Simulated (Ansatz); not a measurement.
Frontier orbitals of C3H5InS, SMILES `[CH3][InH][C]#CS`.

```xyz
10

C    -0.4134    0.4740    2.1942
In   -0.6036   -1.0166    0.6675
C     0.1381   -0.4931   -1.2228
C     0.5796   -0.1657   -2.3115
S     1.1415    0.1472   -3.8573
H    -1.1519    1.2597    2.0201
H     0.5775    0.9276    2.1459
H    -0.5749    0.0561    3.1873
H    -1.2983   -2.5802    0.8046
H     1.6054    1.3909   -3.6279
```

The species carries charge 0 and has multiplicity 1. Correlated methods include outer-core shells of In, which these sets cover unevenly. In: def2 effective core potential. Geometry: relaxed with PBE0-D4/def2-TZVP. It is one conformer, not always the lowest. Basis def2-TZVPP, Ansatz.

```csv
functional,HOMO (eV),LUMO (eV),gap (eV)
PBE,-5.63,-2.27,3.36
r2SCAN,-5.83,-2.03,3.80
PBE0,-6.69,-1.58,5.11
B3LYP,-6.46,-1.84,4.62
r2SCANh,-6.22,-1.79,4.43
CAM-B3LYP,-7.92,-0.79,7.13
ωB97M-V,-8.75,-0.10,8.65
HF,-9.08,0.84,9.92
```

A quarter of exact exchange (PBE0) shifts PBE's HOMO by −1.06 eV and its LUMO by +0.69 eV; full exchange at long range (ωB97M-V) shifts them by −3.12 and +2.17 eV. The gap opens from 3.36 to 8.65 eV, since occupied levels lose self-interaction and empty ones feel all the electrons.

B3LYP here is the variant with VWN-RPA as its local correlation; programs differ in this.
